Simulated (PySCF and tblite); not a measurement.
cyclohexanone, C6H10O, numbered as in [O:1]=[C:2]1[CH2:3][CH2:4][CH2:5][CH2:6][CH2:7]1.

The ensemble was built from 90 distance-geometry starts (ETKDG and KDG, MMFF94s, GFN2-xTB) and rests on PBE0-D3(BJ)/def2-SVP geometries. Weights use PBE0-D3(BJ)/def2-TZVP (IEF-PCM, chloroform) energies plus GFN2-xTB zero-point and thermal terms (modes under about 100 cm⁻¹ blended into free rotors). Symmetry numbers and mirror images are counted. Conformers within 3 kcal/mol (GFN2-xTB free energy) were kept, 8 at most. GIAO shieldings: PBE0/pcSseg-1 (IEF-PCM, chloroform). Shifts are against TMS (¹H), TMS (¹³C) at the same level. Run with PySCF (density fitting) and tblite.

The 6-ring runs over atoms 2–3–4–5–6–7. Of a mirror pair one member is shown.

| conformer | shape | weight % | dipole D |
| --- | --- | --- | --- |
| 1 | 6-ring chair | 99.4 | 4.05 |
| 2 | 6-ring twist-boat (ring torsions 60, -29, -29, 60, -29, -29°) | 0.6 | 3.99 |

Problem. How do the computed shifts compare with measured ones?

Solution. 
| nucleus | signal | leading conformer | average | measured | medium |
| --- | --- | --- | --- | --- | --- |
| ¹H | H3/H7 | 2.19 | 2.19 | 2.24 | THF-d8 |
| ¹H | H4/H6 | 1.77 | 1.77 | 1.795 | THF-d8 |
| ¹H | H5 | 1.61 | 1.61 | 1.695 | THF-d8 |
| ¹³C | C2 | 218.9 | 219.0 | 208.79 | THF-d8 |
| ¹³C | C3/C7 | 45.2 | 45.2 | 42.17 | THF-d8 |
| ¹³C | C4/C6 | 30.0 | 30.0 | 27.69 | THF-d8 |
| ¹³C | C5 | 27.8 | 27.7 | 25.76 | THF-d8 |

Measured values: Fulmer et al., Organometallics 2010, 29, 2176. Mean difference for ¹H: -0.05 ppm, scatter 0.02 ppm. Mean difference for ¹³C: 4.37 ppm, scatter 3.39 ppm. The computed shifts are unscaled and lack vibrational corrections.
